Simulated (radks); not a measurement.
Results of a calculation; reference values are marked as such.
Ionisation of Hf+, [Xe] 4f14 5d1 6s2, to Hf2+, [Xe] 4f14 5d2, under several functionals. Dirac Kohn-Sham, spin-unpolarised, spherical densities, point nucleus; open shells fill j = l - 1/2 first; a radial shooting solver on a logarithmic mesh with Libxc functionals. Known Delta-SCF values: B86b exchange with PBE correlation 15.344 eV; RPBE 15.128 eV; AM05 15.199 eV. What does Wu-Cohen GGA give, and what is its highest occupied eigenvalue?

Answer. 15.245 eV by Delta-SCF; the 5d3/2 eigenvalue is -11.010 eV. NIST: 14.61 eV (theoretical).

Beside tabulated values, note that spin-unpolarised runs miss the spin-polarisation part of the exchange energy of open shells.
